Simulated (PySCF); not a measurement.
**Circular dichroism: SMILES F[C@@H]1C=NC[C@H]1F, C₄H₅F₂N**

Molfile (atoms numbered from 1):
```
C4H5F2N
     RDKit          3D

 12 12  0  0  0  0  0  0  0  0999 V2000
   -1.8119   -1.0195   -0.8002 F   0  0  0  0  0  0  0  0  0  0  0  0
   -1.0596   -0.3246    0.1170 C   0  0  2  0  0  0  0  0  0  0  0  0
   -0.8411    1.1102   -0.3156 C   0  0  0  0  0  0  0  0  0  0  0  0
    0.3581    1.4616   -0.4352 N   0  0  0  0  0  0  0  0  0  0  0  0
    1.2511    0.3782   -0.1277 C   0  0  0  0  0  0  0  0  0  0  0  0
    0.3791   -0.8551    0.2070 C   0  0  1  0  0  0  0  0  0  0  0  0
    0.6492   -1.3066    1.4763 F   0  0  0  0  0  0  0  0  0  0  0  0
   -1.5805   -0.4007    1.0794 H   0  0  0  0  0  0  0  0  0  0  0  0
   -1.6578    1.7824   -0.5141 H   0  0  0  0  0  0  0  0  0  0  0  0
    1.8621    0.6544    0.7349 H   0  0  0  0  0  0  0  0  0  0  0  0
    1.9158    0.2186   -0.9780 H   0  0  0  0  0  0  0  0  0  0  0  0
    0.5369   -1.6997   -0.4697 H   0  0  0  0  0  0  0  0  0  0  0  0
  1  2  1  0
  2  3  1  0
  3  4  2  0
  4  5  1  0
  5  6  1  0
  6  7  1  0
  6  2  1  0
  2  8  1  1
  3  9  1  0
  5 10  1  0
  5 11  1  0
  6 12  1  6
M  END
```

Method used: PySCF, TDDFT PBE0/def2-SVPD circular dichroism and optical rotation, one conformer, gas phase. Geometry: GFN2-xTB.

States above about 7.9 eV lie in this functional's continuum (it starts at minus the energy of the highest occupied orbital, well below the true ionisation energy for most functionals) and depend on the basis.

(1) Assign R or S to each stereocentre.

(2) List the lowest 12 singlet excitations with oscillator and rotatory strengths.

## Answers

(1) C2 R, C6 R.

(2) Rotatory strengths R in 10⁻⁴⁰ esu² cm², velocity form and length form (origin at the centre of mass); f in length form.
```csv
state,E (eV),λ (nm),f,R (velocity),R (length),main
1,5.01,247,0.002,+9.9,+8.0,HOMO→LUMO 0.99
2,7.18,173,0.052,-4.5,-3.8,"HOMO−1→LUMO 0.65, HOMO−2→LUMO 0.32"
3,7.53,165,0.004,-4.4,-4.4,HOMO→LUMO+1 0.97
4,7.55,164,0.010,-11.6,-11.7,HOMO→LUMO+2 0.94
5,7.73,160,0.002,+3.3,+3.7,HOMO−3→LUMO 0.96
6,7.95,156,0.136,-29.7,-30.2,"HOMO−2→LUMO 0.63, HOMO−1→LUMO 0.27"
7,8.41,147,0.027,-14.7,-15.6,HOMO→LUMO+3 0.84
8,8.59,144,0.005,+5.9,+5.3,"HOMO→LUMO+4 0.80, HOMO→LUMO+3 0.08"
9,8.73,142,0.011,+44.1,+45.9,"HOMO−1→LUMO+1 0.83, HOMO−1→LUMO+2 0.13"
10,8.80,141,0.001,+13.5,+15.3,"HOMO→LUMO+5 0.70, HOMO−1→LUMO+2 0.10"
11,8.82,141,0.009,-0.5,-4.7,"HOMO−1→LUMO+2 0.71, HOMO→LUMO+5 0.15"
12,8.92,139,0.002,-8.8,-9.3,HOMO−4→LUMO 0.78
```

Among the states computed, the strongest CD band (largest |R|) is state 9. The largest dissymmetry factor in size, g = 4R/(D+G), with D and G the electric and magnetic dipole strengths, is +0.13 for state 10 (velocity form, f = 0.001), among bands with |R| over 0.5. The mirror image has the same energies and oscillator strengths and all R with the opposite sign.
